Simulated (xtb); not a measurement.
CH₅FOSi, SMILES CO[SiH2]F. All values are semi-empirical tight-binding results from xtb (GFN2-xTB unless named), good for trends rather than for accurate numbers. Geometry: GFN2-xTB. One conformer was computed; it need not be the lowest.

Optimised geometry:

```xyz
9

Si     0.8343     0.0153    -0.2407
F      0.8938     1.0261     1.0138
O     -0.6946    -0.2331    -0.6709
C     -1.7939    -0.7463     0.0253
H      1.5229    -1.1615     0.2658
H      1.3429     0.6980    -1.4058
H     -1.9540    -0.2007     0.9576
H     -2.6728    -0.6382    -0.6112
H     -1.6441    -1.8038     0.2554
```

### Question
Estimate the properties. (An estimate is asked for; the answer gives what the named calculation found.)

### Answer

The orbital gap is 6.74 eV and the dipole moment comes out as 1.90 D. The zero-point energy is 37.8 kcal/mol and the G − E(el) at 298.15 K (modified RRHO) comes out as 19.2 kcal/mol. The static polarisability (D4 model) comes out as 51.0 bohr³. The solvation energy, GFN2-xTB/ALPB(water) comes out as -0.1 kcal/mol and the solvation energy, GFN2-xTB/ALPB(acetone) is -2.5 kcal/mol.

Computed atomic charges and the Wiberg bond orders between heavy atoms:
charges (e) Si1 0.58, F2 -0.28, O3 -0.35, C4 0.04, H5 -0.07, H6 -0.06, H7 0.04, H8 0.06, H9 0.04. Bond orders Si1–F2 1.07, Si1–O3 1.19, O3–C4 0.99.
